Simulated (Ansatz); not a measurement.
Basis-set extrapolation for `OC1=NC[SiH]1[AlH2]` (PBE0-D4/def2-TZVP geometry, frozen core, Ansatz). Multiplicity 1, RHF reference.

```csv
,def2-TZVPP,def2-QZVPP
HF,-739.434799,-739.460023
MP2 correlation,-0.950657,-1.019048
CCSD(T) correlation,-1.038660,not run
```

Energies in hartree. Use E(X) = E(∞) + A·exp(−7.88·√X) for Hartree–Fock and E(X) = E(∞) + B·X^(−2.97) for correlation, with X = 3 and 4, and add CCSD(T) minus MP2 of the smaller set to the MP2 limit.

**Question.** What is the CCSD(T) energy at the basis-set limit?

**Answer.** HF limit: -739.460023 + (-0.025224) × 0.13774 = -739.46350. MP2 limit: -1.019048 + (-0.068391) × 0.74074 = -1.06971. Higher-order term: -1.038660 − (-0.950657) = -0.08800. Total: -740.62121 hartree, 387.9 kJ/mol below CCSD(T)/def2-TZVPP.
